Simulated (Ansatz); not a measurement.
Counterpoise correction, worked out

The pair of Cl⁻ (SMILES [Cl-], atom 1) and CH₄S (SMILES CS, atoms 2–7), both closed shells, in one local arrangement (a lower one may exist), relaxed at PBE0-D4/def2-TZVPD:

Cl1  (-0.120, -0.293, -2.775)
C2  (0.383, 0.106, 0.795)
S3  (-1.374, -0.046, 0.381)
H4  (0.936, 0.037, -0.145)
H5  (0.698, -0.699, 1.462)
H6  (0.592, 1.066, 1.270)
H7  (-1.115, -0.170, -0.988)
(Å)

Computed with Ansatz 0.2.0 (basis: def2-TZVPPD); correlated methods freeze the cores.

CCSD(T) total energies in eV:

| system | geometry | basis functions | energy |
| --- | --- | --- | --- |
| pair | pair | all | -24435.30489 |
| Cl⁻ | as in the pair | all (partner as ghosts) | -12511.65885 |
| CH₄S | as in the pair | all (partner as ghosts) | -11923.04699 |
| Cl⁻ | as in the pair | its own | -12511.60949 |
| CH₄S | as in the pair | its own | -11923.03971 |
| Cl⁻ | free (PBE0-D4 minimum) | its own | -12511.60949 |
| CH₄S | free (PBE0-D4 minimum) | its own | -11923.16575 |

Work out the interaction energy with and without the counterpoise correction, the superposition error, and the binding energy from the relaxed fragments.

Without correction: -24435.30489 − (-12511.60949) − (-11923.03971) = -0.65569 eV.
With correction (each fragment in the whole basis): -24435.30489 − (-12511.65885) − (-11923.04699) = -0.59905 eV = -13.81 kcal/mol.
The superposition error is the difference, 0.05664 eV, 9 % of the uncorrected value: each fragment borrows its partner's functions.
Deformation from the free shapes: 0.00000 eV for Cl⁻ and 0.12604 eV for CH₄S.
Binding energy from relaxed fragments: -0.59905 + 0.00000 + 0.12604 = -0.47301 eV = -10.91 kcal/mol (electronic, without zero-point energy; negative means bound). For comparison, the corrected interaction energy by CCSD(T) at an estimated basis limit (MP2 extrapolated from triple and quadruple zeta, plus CCSD(T) − MP2 in triple zeta) is -0.656 eV; triple zeta with the correction binds less.

The T1 diagnostic stays at or below 0.010.

For scale, one of the runs: CCSD(T)/def2-TZVPPD, 207 basis functions, launched by `ansatz run in.yaml --threads 2 --pin off --events-out ev --progress --plain --max-ram 5222MiB`. Time: 41 s of wall clock on 2 CPU threads of an Intel Xeon Platinum 8488C; the host was shared. Peak host memory: 2.6 GiB.
